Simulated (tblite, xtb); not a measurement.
C2H9AlN (SMILES [CH3][Al]([CH3])<-[NH3]), doublet, geometry from GFN2-xTB (such geometries of metal compounds can be far from the true shape) (the spin is typed, not shown lowest). Base run: xtb 6.7.1 with GFN1-xTB.

xtb was given this input:
```
$ xtb mol.xyz --gfn 1 --uhf 1 --json

# file mol.xyz
13

Al     0.45612501     0.14400214     0.58553422
C      1.18040402     1.02448517    -1.10446545
H      2.00314753     0.45334385    -1.55194589
H      1.59408064     2.01416057    -0.88401319
H      0.44282261     1.18205973    -1.90181117
C     -1.48074391     0.53159024     1.08975994
H     -1.92499362    -0.27422218     1.68696724
H     -2.15887810     0.70017555     0.24339754
H     -1.55151213     1.43153730     1.70965678
N     -0.21172714    -1.59855754    -0.61587026
H     -0.84351527    -1.16649869    -1.28504584
H     -0.73313935    -2.29622058    -0.09560394
H      0.52649194    -2.06291305    -1.13422149
```

Programs used: tblite, xtb; a row that names a program was run with it.

The base run was repeated with changes; each row names its change, and settings that it needs were set with it.

```csv
change,ΔE vs base (kcal/mol),dipole (D),G_solv (kcal/mol),SCF cycles
base,0.000,4.61,-,9
etemp = 1000,0.000,4.61,-,9
file = coord,0.000,4.61,-,9
etemp = 10000,-17.03,3.72,-,8
acc = 1000,0.000,4.61,-,5
etemp = 5000,-1.58,4.43,-,9
program = tblite; method = gfn1; option = --spin-polarized,-2.07,-,-,-
alpb = ch2cl2,-7.41,4.84,-7.71,9
"program = tblite; method = gfn1; option = (--guess, eeq)",0.000,-,-,-
"program = tblite; method = gfn1; option = (--etemp, 2000)",-0.008,-,-,-
alpb = dmso,-10.01,4.92,-10.64,9
program = tblite; method = gfn1; option = --grad,0.000,-,-,-
```

ALPB and GBSA are two models with their own fitted parameters for each solvent, which aren't always the measured dielectric constant.
